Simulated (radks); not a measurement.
Spherical quantum dot in the effective-mass picture: electrons in a well V = -V0 / (1 + exp((r - R)/a)) with V0 = 18.6, R = 2.47, a = 0.18, with a point charge +2 (a donor) at the centre, all in effective atomic units (hartree* = m*/eps^2 hartree, bohr* = eps/m* bohr), one dielectric constant everywhere. Method: non-relativistic Kohn-Sham, PBEsol, spin-polarised, spherical densities; computed with a radial shooting solver with Libxc functionals. Levels are named by radial order and angular momentum (1s, 1p, 1d, 2s, ...), and open shells are averaged over m. Results are scaled to m* = 0.062 and eps = 18, for which hartree* = 5.207 meV and bohr* = 15.36 nm.

N = 2, configuration 1s2. This is the lowest configuration that the search found. Occupied and some empty levels:

level,occupation,eigenvalue (meV),<r> (nm)
1s,2,-98.644,12.20
1p,0,-89.524,20.30
2s,0,-85.847,19.90
1d,0,-82.739,23.39

Energy (meV): total -207.610, kinetic 17.877, external -231.63, Hartree 12.077, exchange-correlation -5.9341.

Electron density:

r (nm),n(r) (e/nm^3)
0.551,0.0009900
1.94,0.0006925
3.32,0.0004878
4.70,0.0003463
6.09,0.0002477
7.47,0.0001784
8.86,0.0001293
10.2,0.00009415
11.6,0.00006880
13.0,0.00005037
14.4,0.00003690
15.8,0.00002699
17.2,0.00001969
18.5,0.00001429
19.9,0.00001029
21.3,7.336e-06
22.7,5.142e-06
24.1,3.558e-06
25.5,2.412e-06
26.9,1.591e-06
